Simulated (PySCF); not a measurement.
Re(O)3(Me) cation (CH₃O₃Re), SMILES [CH3][Re](=[O])(=[O])=[O] (connectivity only; charge and spin as stated), charge +1, multiplicity 2. Geometry: B3LYP-D3(BJ)/def2-SVP. The spin state was assumed, not searched. The isomer is the one that the SMILES or the coordinates give; other isomers of the formula were not compared. The def2 effective core potentials stand for the cores of Re; spin–orbit coupling is left out.

Method: PySCF with B3LYP-D3(BJ)/def2-SVP.

Harmonic wavenumbers (cm⁻¹): 192, 194, 208, 228, 231, 327, 577, 660, 734, 749, 992, 1051, 1225, 1350, 1359, 2983, 3103, 3104. Rotational constants (GHz): 3.794, 3.456, 3.316; symmetry number 1.

### Question
Work out the zero-point energy and the ideal-gas rigid-rotor harmonic-oscillator thermochemistry at 298.15 K and 1 atm.

### Answer
ZPE = ½ Σ hcν = ½ × 19269 cm⁻¹ = 27.55 kcal/mol. H − E(el) = 32.24 kcal/mol. Entropy in cal/(mol K): translation 42.44, rotation 26.41, vibration 13.11, spin 1.38, total 83.33. G − E(el) = 7.40 kcal/mol. Cp = 23.33 cal/(mol K).
